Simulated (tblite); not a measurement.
C5H8FNSi2.
Cartesian coordinates in Å at the GFN2-xTB level; atoms count from 1:
```
atom  x, y, z in Å
N1    -1.7334    0.3657   -2.4187
C2    -1.5918    0.0744   -1.3197
C3    -1.4013   -0.2613    0.0532
Si4   -0.7263    1.2728    1.0082
C5     1.0426    1.5440    0.4265
C6     1.7978    0.6405   -0.2007
Si7    1.2779   -1.1130   -0.6450
C8    -0.4299   -1.4319    0.1819
F9    -0.2151   -1.6565    1.5423
H10   -2.3759   -0.5360    0.4728
H11   -0.7957    0.9705    2.4381
H12   -1.5662    2.4204    0.6518
H13    1.4646    2.5229    0.6320
H14    2.8060    0.9186   -0.4921
H15    1.1260   -1.2763   -2.0919
H16    2.2050   -2.0858   -0.0618
H17   -0.8914   -2.3570   -0.1868
```

Method: GFN2-xTB as coded in tblite; computed harmonic values from a numerical Hessian at the method's own geometry, unscaled. This tight-binding method is rough: wavenumbers can miss measured ones by several per cent, in bad cases by 10 to 20. Modes of hydrogen on silicon can be 10 to 20 % off. One conformer, not necessarily the lowest.

Harmonic wavenumbers (cm⁻¹): 47.7, 73.9, 119.8, 140.9, 215.3, 246.8, 272.1, 304.3, 426.3, 433.9, 459.9, 494.0, 518.0, 548.7, 569.4, 589.1, 608.8, 641.5, 660.7, 688.0, 703.3, 751.4, 764.5, 767.9, 794.1, 963.1, 990.0, 1035.0, 1083.2, 1108.4, 1170.7, 1197.4, 1266.2, 1287.9, 1325.7, 1621.6, 2257.7, 2265.2, 2274.2, 2283.4, 2387.4, 2892.0, 2912.2, 2991.9, 3009.5.

A = 1280, B = 1148, C = 1060 MHz; mass 157.018 u (most abundant isotopes); point group C1, symmetry number 1.

What is the zero-point energy?

½Σν̃ = 24082 cm⁻¹ = 68.85 kcal/mol.

What is S at 298.15 K and 1 bar for an ideal gas of classical rigid rotors and harmonic oscillators?

Translation 41.09, rotation 29.71, vibration 30.20: S = 101.0 cal/(mol K).

And Cp and H(298.15 K) − H(0)?

Cp = 42.65 cal/(mol K), of which vibrations give 34.70 (their classical limit is 45 R = 89.4); H(298.15 K) − H(0) = 7.34 kcal/mol without the zero-point energy, 4.97 from vibrations.

Which modes carry the vibrational entropy at 298.15 K?

47.7 cm⁻¹: 4.91; 73.9 cm⁻¹: 4.05; 119.8 cm⁻¹: 3.10; 140.9 cm⁻¹: 2.79; 215.3 cm⁻¹: 2.00; 246.8 cm⁻¹: 1.75 cal/(mol K); the other 39 give 11.60 together.

How do the functions run with temperature in this model?

```tsv
T (K)	S (cal/(mol K))	Cp (cal/(mol K))	H − H(0) (kcal/mol)	G − H(0) (kcal/mol)	ln q(vib)
100	70.0	18.3	1.27	-5.73	1.58
200	86.4	30.9	3.71	-13.57	4.12
300	101.3	42.9	7.42	-22.97	6.87
500	127.4	59.4	17.79	-45.91	12.51
800	158.7	73.3	37.90	-89.03	20.42
1000	175.7	79.0	53.15	-122.50	25.17
```

q(vib) and H(0) count from the zero-point level.

What must be added to the electronic energy to get the Gibbs energy at 298.15 K and 1 bar?

ZPE + [H(298.15 K) − H(0)] − T·S = 68.85 + 7.34 − 30.11 = 46.08 kcal/mol.

Blend soft modes into free rotors: weight 1/[1 + (100 cm⁻¹/ν̃)⁴] for the oscillator and the rest for a rotor with moment μB/(μ + B), μ = h/(8π²ν), B = 10⁻⁴⁴ kg m². What vibrational entropy results?

28.09 cal/(mol K) in place of 30.20, which changes −T·S at 298.15 K by +0.63 kcal/mol.

Hindered rotation and anharmonicity are outside this model. Other conformers, if any are populated, would add a mixing term that is left out. The structure is chiral; the term R ln 2 for an equal mix with its mirror image is left out.
